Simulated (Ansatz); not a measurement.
Consider the ligand exchange at a B–Se bond: `B[Se][SiH2][SiH3]` + `O[SiH3]` → `BO[SiH3]` + `[SiH3][SiH2][SeH]`.

Program: Ansatz. Geometries: PBE0-D4/def2-TZVP. ΔE: electronic, gas phase. CBS: MP2 limit from def2 TZ/QZ plus the TZ coupled-cluster correction, frozen cores. Functionals use def2-TZVPP. For Se outer-core shells are correlated without core-valence functions, which leaves a few kJ/mol of doubt a bond. Scalar relativity is left out up to krypton. One conformer a species, not always the lowest.

| species | revPBE energy (Eh) |
| --- | --- |
| `B[Se][SiH2][SiH3]` | -3009.31542 |
| `O[SiH3]` | -367.10867 |
| `BO[SiH3]` | -392.58090 |
| `[SiH3][SiH2][SeH]` | -2983.86032 |

Question: Work out ΔE.

Answer: ΔE = (-392.58090) + (-2983.86032) − (-3009.31542) − (-367.10867) = -0.01713 Eh = -45.0 kJ/mol. CCSD(T)/CBS gives -47.4 kJ/mol.

Question: What do rigid-rotor, harmonic-oscillator terms from PBE0-D4/def2-TZVP frequencies (298.15 K, 1 bar) make of the CCSD(T)/CBS value? (Best estimate.)

Answer: Computed: ΔZPE = -4.8 kJ/mol, ΔH = -52.4 kJ/mol, ΔS = 4 J/(mol·K), ΔG = -53.7 kJ/mol.

Largest T1 diagnostic among the species: 0.014.

The D4 term adds +4.2 kJ/mol with B3LYP and +2.4 kJ/mol with PBE0; it sums over pairs of atoms, weighted by their polarisabilities, and B3LYP, whose exchange is more repulsive, gets the larger term. Leaving LDA and LC-ωPBE aside and taking each functional with its dispersion term where it has one, the values, not all of them listed here, spread over 21.6 kJ/mol, from CAM-B3LYP-D4 to revPBE-D4.

B3LYP here is the variant with VWN-RPA as its local correlation; programs differ in this.
